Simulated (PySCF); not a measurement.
H4N+, SMILES [NH4+], charge +1. The structure is a stationary point at r2SCAN-D4/def2-TZVPD.

TDA-LC-ωPBE/def2-TZVPD in PySCF puts the lowest singlet excitations at 15.43, 15.43, 15.43, 17.31, 17.31, 17.31 eV.

Q: What are the lowest excitation roots from ADC(2)/aug-cc-pVDZ (PySCF)? (An estimate is asked for; the answer gives what the named calculation found.)

A: 15.51, 15.51, 15.51, 17.69, 17.69, 17.69 eV. S1 differs by 0.08 eV (second minus first; roots are paired by order, and the bases may differ).
